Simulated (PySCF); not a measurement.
## 17O chemical shifts

- shieldings: GIAO PBE0/pcSseg-1
- geometry from GFN2-xTB
- code: PySCF 2.14.0 with density-fitted response routines
- a single conformation, in vacuum, no relativistic terms, fast rotation and ring inversion assumed for equivalent nuclei

Shieldings were converted by a linear fit to measured shifts: 17O: δ = 266.70 − 0.911σ (rms 10.7 ppm, 155 shifts, 12.2 ppm with the 3 outliers that the fit left out vs liquid water, solution or neat liquid). A few per cent of atoms miss by over 2 rms, more outside the fitted compound classes.

(1) Give the 17O shifts of `O=C(O)CCc1cccs1`.

(2) Match the shifts 272.0, 28.3, -41.6 ppm to `C=Cc1pcoc1SC`, `C=C[C@H](F)[SiH2]O`, `CCC[C@@H]1O[C@H]1F`.

## Answers

(1) 
```tsv
compound	environment	δ (ppm)
[O:1]=[C:2]([OH:3])[CH2:4][CH2:5][c:6]1[cH:7][cH:8][cH:9][s:10]1	O1: carbonyl oxygen	350.1
[O:1]=[C:2]([OH:3])[CH2:4][CH2:5][c:6]1[cH:7][cH:8][cH:9][s:10]1	O3: acid hydroxyl oxygen	159.6
```

(2) 272.0: C=Cc1pcoc1SC (aromatic ring oxygen); 28.3: CCC[C@@H]1O[C@H]1F (ether oxygen); -41.6: C=C[C@H](F)[SiH2]O (oxygen bonded to Si, H).

In solution the two oxygens of a carboxylic acid give one averaged line by proton exchange, and hydrogen bonding shields acid and N–H amide carbonyl oxygens by tens of ppm; neither is in these numbers.
